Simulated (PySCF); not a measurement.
A calculated (UHF, PySCF 2.14, aug-cc-pVQZ-DK, scalar relativity by spin-free X2C-1e) atom or ion has these occupied shells.

| shell | electrons | orbital energy (eV) | rms radius, mean of both spins (bohr) |
| --- | --- | --- | --- |
| 1s α | 1 | -240.59 | 0.377 |
| 1s β | 1 | -238.85 | 0.377 |
| 2s α | 1 | -37.833 | 1.77 |

**Question.** Name the element and its charge.

**Answer.** B²⁺ (boron, charge +2), in [He] 2s1, 2S determinant.
